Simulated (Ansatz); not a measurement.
`[SiH3][SiH2]BCl` + H₂Te → `[SiH3][SiH2][TeH]` + `BCl` at 400 K and 1 bar (cleavage of the Si–B bond).

Calculated with Ansatz (gas phase, PBE0-D4/def2-TZVP geometries, no zero-point term in ΔE). CBS: MP2 limit from def2 TZ/QZ plus the TZ coupled-cluster correction, frozen cores. This one scheme is used for every species. def2 core potentials past Kr. For Te outer-core shells are correlated without core-valence functions, which leaves a few kJ/mol of doubt a bond. Each species was taken in one conformer, which may not be the lowest.

```tsv
species	CCSD(T)/CBS energy (Eh)	H − E (kJ/mol)	S (J/(mol·K))
`[SiH3][SiH2]BCl`	-1066.34562	180.3	404.7
H₂Te	-268.91024	45.0	239.1
`[SiH3][SiH2][TeH]`	-849.49595	160.5	401.4
`BCl`	-485.78909	70.2	247.0
```

H − E and S are ideal-gas, rigid-rotor, harmonic terms from PBE0-D4/def2-TZVP, for one conformer and one mirror image of each species. 1 Eh = 2625.50 kJ/mol, R = 8.31446 J/(mol·K).

Question: By hand: ΔE, ΔH, ΔS and ΔG.

Answer: ΔE = (-849.49595) + (-485.78909) − (-1066.34562) − (-268.91024) = -0.02918 Eh = -76.6 kJ/mol. Δ(H − E) = 160.5 + 70.2 − 180.3 − 45.0 = 5.4, so ΔH = -71.2 kJ/mol. ΔS = 401.4 + 247.0 − 404.7 − 239.1 = 4.6 J/(mol·K). ΔG = -71.2 − 400 × (4.6)/1000 = -73.0 kJ/mol.

Question: By hand: the equilibrium constant, and the temperature at which ΔG would vanish if ΔH and ΔS stayed fixed.

Answer: log₁₀ K = −ΔG/(RT ln 10) = 9.5. ΔH and −TΔS have one sign here, so there is no such temperature.

The number of gas molecules stays the same, so ΔS is small and ΔH decides. A doubt of 5 kJ/mol in ΔE shifts log₁₀ K by 0.7 here. Other conformers and mirror images would add mixing entropy, several J/(mol·K) or more a flexible species. Modes under 60 cm⁻¹, often nearly free rotors, make the harmonic entropy too high. These are equilibria of isolated gas molecules and say nothing of rates. Largest T1 diagnostic: 0.014 (customary marks: 0.02 for closed shells, 0.045 for open ones).

ΔS is within the doubt of such terms, so its sign, and with it that verdict, could turn.
